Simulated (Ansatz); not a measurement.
Stepwise reaction of `F[Si](F)(Cl)[GeH3]` with hydrogen, as a gas-phase model of exchange steps in deposition or etching. ΔE in kJ/mol; ΔG adds harmonic PBE0-D4 terms to CCSD(T)/CBS, at 1 bar.

Gas-phase electronic energies from Ansatz, PBE0-D4/def2-TZVP geometries. CCSD(T)/CBS adds triple-zeta CCSD(T) − MP2 to the extrapolated MP2 energy (def2 sets, frozen cores). This one scheme is used for every species. Functionals use def2-TZVPP. B3LYP here is the variant with VWN-RPA as its local correlation; programs differ in this. For Ge outer-core shells are correlated without core-valence functions, which leaves a few kJ/mol of doubt a bond. Scalar relativity is left out up to krypton.

```
step                                              reaction  PBE-D4  B3LYP-D4  ωB97M-V  CCSD(T)/CBS  ΔG(400 K)
   1  `F[Si](F)(Cl)[GeH3]` + H₂ → `F[SiH](Cl)[GeH3]` + H–F   127.3     134.9    135.6        130.7      131.0
   2      `F[SiH](Cl)[GeH3]` + H₂ → `Cl[SiH2][GeH3]` + H–F   110.5     118.2    118.0        113.1      113.7
```

Question: By hand: ΔE of the 2 steps together at CCSD(T)/CBS.

Answer: (130.7) + (113.1) = 243.8 kJ/mol, or 121.9 kJ/mol a step.

In ΔE each step is lower than the one before. All are uphill at CCSD(T)/CBS. ΔG lies between 113.7 and 131.0 kJ/mol a step. PBE-D4 differs from CCSD(T)/CBS by -3.4 to -2.6 kJ/mol a step. Isolated molecules leave out the surface, adducts and barriers. Largest T1 diagnostic: 0.012.
